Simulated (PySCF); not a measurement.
## Potential energy of BeH along the bond

Set-up: basis Be def2-TZVP, H def2-TZVP; no relativity; PySCF 2.14. Energies in eV from Be + H in their ground configurations at the same level. State: ²Σ⁺ (doublet), unpaired electrons σ ↑.

```
R (Å)    PBE0
1.166  -2.055
1.220  -2.228
1.275  -2.330
1.315  -2.368
1.356  -2.380
1.397  -2.370
1.451  -2.326
1.519  -2.236
1.600  -2.088
1.709  -1.849
```

Q: Put a parabola through the three lowest points of the PBE0 curve and estimate Re, k and ωe (reduced mass 0.9065 u; 1 eV/Å² = 0.16022 mdyn/Å; ωe = 1302.8·√(k/μ) cm⁻¹).

A: Through R = 1.315, 1.356, 1.397 Å the second-order coefficient is 6.54 eV/Å², so Re ≈ 1.358 Å, k ≈ 2.10 mdyn/Å and ωe ≈ 1981 cm⁻¹. A polynomial fit of higher order to the unrounded PBE0 energies gives Re = 1.356 Å, k = 2.18 mdyn/Å, ωe = 2022 cm⁻¹; anharmonicity and rounding make the difference.

The higher-order fit for each curve: PBE0: Re = 1.356 Å, ωe = 2022 cm⁻¹, De = 2.38 eV.

The state was picked by a PBE0 search and need not be the measured ground state.
